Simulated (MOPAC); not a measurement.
MOPAC input (PM3):

```
PM3 1SCF CHARGE=-1 GEO-OK AUX(PRECISION=9) THREADS=1
C4H5S

C    -1.40200846 1   -0.06372100 1   -0.07884553 1
C    -0.83433440 1   -1.40913212 1   -0.05532326 1
C     0.49524471 1   -1.42546253 1    0.01897867 1
C     1.29915314 1   -0.11273744 1    0.07200857 1
S     0.10258685 1    1.25806178 1    0.01344965 1
H    -1.94183446 1    0.17935240 1   -0.99729568 1
H    -2.04109697 1    0.16848289 1    0.77654600 1
H     1.09880002 1   -2.33585798 1    0.04717445 1
H     1.89794005 1   -0.04271835 1    0.98912731 1
H     1.99647189 1   -0.03192885 1   -0.77165710 1
```

From the output:

```
                                                       MOPAC v23.2.5 Linux

          FINAL HEAT OF FORMATION =         33.85753 KCAL/MOL =     141.65993 KJ/MOL

          COSMO AREA              =        118.49 SQUARE ANGSTROMS
          COSMO VOLUME            =        108.37 CUBIC ANGSTROMS

          IONIZATION POTENTIAL    =          2.825348 EV
          HOMO LUMO ENERGIES (EV) =         -2.825  5.648
          NO. OF FILLED LEVELS    =         14
          MOLECULAR WEIGHT        =         85.1435         POINT GROUP:  Cs

          MOLECULAR DIMENSIONS (Angstroms)

            Atom       Atom       Distance
            H    10    H     7     4.32886
            S     5    H     8     3.56873
            H     6    H     9     3.20068

          SCF CALCULATIONS        =          1

   ATOM   CHEMICAL          X               Y               Z
  NUMBER   SYMBOL      (ANGSTROMS)     (ANGSTROMS)     (ANGSTROMS)

     1       C         -1.40200846  *  -0.06372100  *  -0.07884553  *
     2       C         -0.83433440  *  -1.40913212  *  -0.05532326  *
     3       C          0.49524471  *  -1.42546253  *   0.01897867  *
     4       C          1.29915314  *  -0.11273744  *   0.07200857  *
     5       S          0.10258685  *   1.25806178  *   0.01344965  *
     6       H         -1.94183446  *   0.17935240  *  -0.99729568  *
     7       H         -2.04109697  *   0.16848289  *   0.77654600  *
     8       H          1.09880002  *  -2.33585798  *   0.04717445  *
     9       H          1.89794005  *  -0.04271835  *   0.98912731  *
    10       H          1.99647189  *  -0.03192885  *  -0.77165710  *

                             CARTESIAN COORDINATES

   1    C       -1.402008460    -0.063721000    -0.078845530
   2    C       -0.834334400    -1.409132120    -0.055323260
   3    C        0.495244710    -1.425462530     0.018978670
   4    C        1.299153140    -0.112737440     0.072008570
   5    S        0.102586850     1.258061780     0.013449650
   6    H       -1.941834460     0.179352400    -0.997295680
   7    H       -2.041096970     0.168482890     0.776546000
   8    H        1.098800020    -2.335857980     0.047174450
   9    H        1.897940050    -0.042718350     0.989127310
  10    H        1.996471890    -0.031928850    -0.771657100

           Empirical Formula: C4 H5 S  =    10 atoms

      MOLECULAR POINT GROUP   :   Cs

                  EIGENVALUES
 -31.59339 -23.65647 -20.78217 -15.88343 -12.75008 -10.66167 -10.30008  -9.33375
  -8.30297  -7.67609  -6.47339  -4.45095  -3.86836  -2.82535   5.64755   5.88136
   6.95825   8.36189   8.64335   8.70241   8.76452   9.32629   9.53849  10.88345
  11.82759

              NET ATOMIC CHARGES AND DIPOLE CONTRIBUTIONS

  ATOM NO.   TYPE          CHARGE      No. of ELECS.   s-Pop       p-Pop
    1          C           0.034389        3.9656     1.20207     2.76354
    2          C          -0.460939        4.4609     1.54526     2.91568
    3          C          -0.299908        4.2999     1.21160     3.08831
    4          C          -0.077455        4.0775     1.16788     2.90958
    5          S          -0.398017        6.3980     1.92686     4.47116
    6          H           0.032592        0.9674     0.96741
    7          H           0.032592        0.9674     0.96741
    8          H           0.070748        0.9293     0.92925
    9          H           0.032999        0.9670     0.96700
   10          H           0.032999        0.9670     0.96700
 DIPOLE           X         Y         Z       TOTAL
 POINT-CHG.     0.533     2.166     0.043     2.231
 HYBRID         1.207     0.366     0.070     1.263
 SUM            1.741     2.532     0.113     3.075

          ATOMIC ORBITAL ELECTRON POPULATIONS

     Atom    s        px        py        pz
    1  C   1.20207   0.91963   0.87211   0.97180
    2  C   1.54526   1.03871   1.07593   0.80105
    3  C   1.21160   0.96395   0.91311   1.21125
    4  C   1.16788   0.96705   0.94969   0.99284
    5  S   1.92686   1.21315   1.26940   1.98860
    6  H   0.96741
    7  H   0.96741
    8  H   0.92925
    9  H   0.96700
   10  H   0.96700

 **********************
 *                    *
 * JOB ENDED NORMALLY *
 *                    *
 **********************

 == MOPAC DONE ==
```

The dipole moment of an ion depends on the origin.

The geometry given is a B3LYP-D3(BJ)/def2-TZVP minimum.
